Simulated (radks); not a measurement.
All-electron atom: Sb35+ in [Ne] 3s2 3p4.

Calculated with a radial shooting solver on a logarithmic mesh with Libxc functionals: scalar-relativistic Kohn-Sham, AM05, spin-polarised, spherical densities, point nucleus; open shells are filled with parallel spins first (spin-orbit coupling, left out, can overturn this in heavy ions).

Energy parts (hartree):
total: -5491.96565
kinetic: 5784.20797
electron-nucleus: -11994.24323
Hartree: 818.60600
exchange-correlation: -100.53640

Orbitals (lengths in bohr, moments of r in powers of bohr; r(max) is where P^2 peaks):
orbital  occ.  eigenvalue (hartree)   r(max)     <r^2>  <1/r>
1s up       1             -1184.684  0.01836  0.001095  54.28
1s down     1             -1184.516  0.01836  0.001095  54.29
2s up       1             -238.9772   0.1032   0.01730  12.56
2s down     1             -238.8410   0.1032   0.01728  12.56
2p up       3             -222.3629  0.08256   0.01359  12.03
2p down     3             -222.1830  0.08260   0.01359  12.03
3s up       1             -91.14593   0.2810    0.1008  5.010
3s down     1             -90.68126   0.2811    0.1011  5.001
3p up       3             -85.89351   0.2707   0.09634  4.825
3p down     1             -85.41934   0.2708   0.09663  4.818

The highest occupied level is 3p down at -2324.4 eV. Summed over all electrons, <r^2> = 0.7058 bohr^2, which gives a Langevin (diamagnetic) susceptibility term of -0.559 x 10^-6 cm^3/mol. Spin moment in Bohr magnetons: 2.
